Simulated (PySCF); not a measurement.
C₃H₆O₂Si, SMILES O=C1CC[SiH2]O1.

Geometry: B3LYP-D3(BJ)/def2-SVP. One conformer was computed; it need not be the lowest.

Calculation: r2SCAN/def2-TZVP (PySCF).

The molecule is in vacuum.

Computed frontier levels, gap, dipole moment and polarisability:
```json
{
  "highest_occupied_level": "-6.64 eV",
  "lowest_empty_level": "-0.75 eV",
  "orbital_gap": "5.90 eV",
  "dipole_moment": "4.41 D",
  "quadrupole, principal values (traceless, Buckingham form, about the centre of nuclear charge)": "-8.53, 3.80, 4.72 D·Å",
  "mean_static_polarisability": "63.0 bohr³ (9.34 Å³)",
  "polarisability_principal_values": "51.7, 60.9, 76.5 bohr³"
}
```
